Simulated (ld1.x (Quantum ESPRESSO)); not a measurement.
**Pb, ultrasoft: configuration errors across variants**

* Element: Pb (Z = 82)
* Generator: ld1.x (Quantum ESPRESSO) 7.5
* Type: ultrasoft
* Functional: PBE
* Relativity: fully relativistic
* Frozen core: [Xe] 4f14
* Valence charge: 14
* Reference configuration: 5d10 6s2 6p1.5 (charge +0.5)
* Partial waves: 6s (bound): rcut 1.50, rcutus 1.85 bohr; 6s channel at 3.35 Ry: rcut 1.50, rcutus 1.85 bohr; 6p (bound): rcut 1.70, rcutus 2.35 bohr; 6p channel at 0.25 Ry: rcut 1.70, rcutus 2.35 bohr; 5d (bound): rcut 1.40, rcutus 1.55 bohr; 5d channel at -1.35 Ry: rcut 1.40, rcutus 1.55 bohr
* Local potential: all-electron potential smoothed inside 1.25 bohr (lloc = -1)
* Core correction: none
* Augmentation charge: built from norm-conserving waves at rcut, not smoothed further

Open shells are filled in proportion to 2j + 1 (rel_dist='average').

All-electron excitation energies from the reference (eV): (1) 5d10 6s2 6p2 -2.549; (2) 5d10 6s2 6p1 4.149; (3) 5d10 6s2 6p0 17.754; (4) 5d10 6s0 6p4 14.930; (5) 5d10 6s1 6p2 13.500; (6) 5d9 6s2 6p2 24.527; (7) 5d10 6s2 6p2.3 -3.381.

5 further variants failed, have other tests or another functional or relativity, and are left out.

A true bound ghost makes a file unfit for plane-wave use even where its test errors are small: the radial tests pick states by their node count and pass the ghost by.

Errors AE − PS in meV (a dash: test not solved or not reliable):

```tsv
change	(1)	(2)	(3)	(4)	(5)	(6)	(7)	bound ghosts
base	+0.4	+0.7	+12	+51	+17	-31	+0.5	s, p1/2, p3/2
waves 5d (bound): rcut 1.34, rcutus 1.42 bohr; 5d channel at -1.35 Ry: rcut 1.34, rcutus 1.42 bohr	+0.4	+0.7	+12	+52	+17	-30	+0.5	s, p1/2, p3/2
waves 6s (bound): rcut 1.50, rcutus 2.14 bohr; 6s channel at 3.35 Ry: rcut 1.50, rcutus 2.14 bohr	+0.4	+0.7	+12	+51	+17	-36	+0.5	s, p1/2, p3/2
augmentation PSQ, radius 1.55 bohr	+0.3	+0.5	+7.7	+24	+6.4	+6.6	+0.4	s, p3/2, p1/2
local potential all-electron potential smoothed inside 1.00 bohr (lloc = -1)	+0.4	+0.7	+12	+51	+17	-29	+0.5	p1/2, s, p3/2
local potential all-electron potential smoothed inside 1.65 bohr (lloc = -1)	+0.4	+0.7	+12	+51	+17	-35	+0.5	s, p3/2
core correction a·sin(br)/r model core inside 1.12 bohr	0.0	-0.1	-2.5	-8.4	-2.9	-69	-0.2	s, p1/2, p3/2
```

Q: Give the same row for: wave 6s channel at 3.35 Ry: rcut 1.50, rcutus 1.85 bohr becomes 6s channel at -0.74 Ry: rcut 1.50, rcutus 1.85 bohr.

A: +0.4, +0.8, +13, +51, +18, -34, +0.5; bound ghosts: s, p1/2, p3/2.
